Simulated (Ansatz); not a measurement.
The cluster HfO₃H₂⁻. Total charge -1; doublet. Geometry B3LYP-D4/def2-TZVP, that of the neutral singlet; atoms count from 1.

```xyz
6

Hf    0.162    0.124   -0.342
O    -1.565    0.890   -0.781
O    -1.421   -0.554   -1.235
O     0.689   -0.390    1.460
H     1.597    0.618   -1.459
H     0.539   -0.687    2.357
```

In the def2 sets Hf takes a core potential; there is no spin–orbit coupling. The structure holds one bond between oxygen atoms, so isomers without such links may lie far lower. The highest occupied level of the charge -1 doublet lies above zero (up to 1.07 eV). By energy differences its removal costs 0.67 eV (vertical, to the charge 0 singlet, at PBE0-D4/def2-TZVPD); a positive level beside a positive removal energy at the same level points to self-interaction error. The structure comes from a short search, and lower isomers may exist.

Question: Estimate the Mulliken populations from the PBE0/def2-TZVPD orbitals of Ansatz.

Answer: 
```json
{"atom": "Hf1", "charge (e)": "-0.01", "spin (α − β)": "1.67", "d electrons": "1.90"}
{"atom": "O2", "charge (e)": "-0.34", "spin (α − β)": "-0.09", "d electrons": "–"}
{"atom": "O3", "charge (e)": "-0.34", "spin (α − β)": "-0.09", "d electrons": "–"}
{"atom": "O4", "charge (e)": "0.00", "spin (α − β)": "-0.64", "d electrons": "–"}
{"atom": "H5", "charge (e)": "-0.40", "spin (α − β)": "0.03", "d electrons": "–"}
{"atom": "H6", "charge (e)": "0.08", "spin (α − β)": "0.13", "d electrons": "–"}
```
Mulliken values and Mayer orders depend strongly on the basis. With diffuse functions, as here, like atoms can get unlike values, and bond orders can come out too low or too high.

Question: Where does the spin sit?

Answer: Summed by element: Hf 1.67, O -0.83, H 0.16, of 1 unpaired in all. Largest on single atoms: Hf1 1.67, O4 -0.64, H6 0.13.

Question: And the Mayer bond orders between bonded heavy atoms (over 0.3)?

Answer: Hf1–O2 0.58 (1.94 Å); Hf1–O3 0.58 (1.94 Å); O2–O3 0.71 (1.52 Å).
